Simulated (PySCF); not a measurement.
Deuteron quadrupole couplings in `[SiH3]COC1C[SiH2]C1`

Compound: C4H12OSi2.
Z-matrix (Å and degrees, GFN2-xTB geometry), rows numbered from 1:
```
Si
C   1  1.9019
O   2  1.4127  1  104.88
C   3  1.4052  2  114.50  1   176.35
C   4  1.5385  3  110.82  2  -174.72
Si  5  1.9080  4   90.83  3  -134.96
C   4  1.5492  3  115.54  2    72.67
H   1  1.4618  2  108.76  3    61.37
H   1  1.4612  2  108.70  3   -59.21
H   1  1.4669  2  108.09  3  -179.04
H   2  1.1003  1  112.33  3   119.49
H   2  1.0983  1  112.47  3  -120.22
H   4  1.1021  3  109.30  2   -51.99
H   5  1.0865  4  113.86  3   101.29
H   5  1.0880  4  109.28  3   -19.31
H   6  1.4640  5  114.79  4  -100.41
H   6  1.4616  5  117.65  4   125.17
H   7  1.0877  4  114.24  3  -105.53
H   7  1.0889  4  110.24  3    16.17
```

Level: PBE0/pcSseg-1 (PySCF, non-relativistic); Q(2H) = 0.00286 b; rigid geometry, the same for H and D, with no vibrational averaging.

Problem. Rank these positions by the coupling χzz of a deuteron there, largest first.
A. H13 (methine hydrogen)
B. H10 (Si–H hydrogen)
C. H18 (methylene hydrogen)
D. H12 (methylene hydrogen)

Solution. C (217 kHz), D (196 kHz), A (187 kHz), B (108 kHz).

Problem. Tabulate Vzz, the asymmetry η and χzz = 234.96 MHz × Q × Vzz for every hydrogen position.

Solution. 
| atom | bonded to | bond length (Å) | Vzz (au) | η | χzz (kHz) |
| --- | --- | --- | --- | --- | --- |
| H8 | Si1 | 1.462 | 0.1643 | 0.01 | 110 |
| H9 | Si1 | 1.461 | 0.1647 | 0.01 | 111 |
| H10 | Si1 | 1.467 | 0.1604 | 0.01 | 108 |
| H11 | C2 | 1.100 | 0.2885 | 0.09 | 194 |
| H12 | C2 | 1.098 | 0.2914 | 0.08 | 196 |
| H13 | C4 | 1.102 | 0.2786 | 0.08 | 187 |
| H14 | C5 | 1.086 | 0.3242 | 0.04 | 218 |
| H15 | C5 | 1.088 | 0.3196 | 0.04 | 215 |
| H16 | Si6 | 1.464 | 0.1626 | 0.01 | 109 |
| H17 | Si6 | 1.462 | 0.1642 | 0.00 | 110 |
| H18 | C7 | 1.088 | 0.3224 | 0.04 | 217 |
| H19 | C7 | 1.089 | 0.3196 | 0.03 | 215 |

Problem. Average by the element that carries the hydrogen.

Solution. on Si: 110 kHz over 5 positions, mean bond length 1.463 Å; on C: 206 kHz over 7 positions, mean bond length 1.093 Å.

Problem. How does χzz go with the bond length over the 7 C–H bonds?

Solution. A straight-line fit has a slope of -19.1 kHz for each 0.01 Å, with a correlation coefficient of -1.00, over lengths from 1.086 to 1.102 Å. The longer bonds have the smaller couplings here.

Problem. Give the 2H NMR doublet splittings at H11 for a magnetic field along the z, y and x axes of the gradient: 3χ/2, 3χ(1 + η)/4, 3χ(1 − η)/4.

Solution. With |χ| = 193.9 kHz and η = 0.087: 291, 158 and 133 kHz, to first order and without motion.

One conformer (not necessarily the lowest) at the GFN2-xTB geometry, without solvent, vibrations or thermal averaging. GFN2-xTB bond lengths can be off by several hundredths of an ångström, more for odd bonds, and the gradients follow them. These gradients aren't converged with respect to the basis.
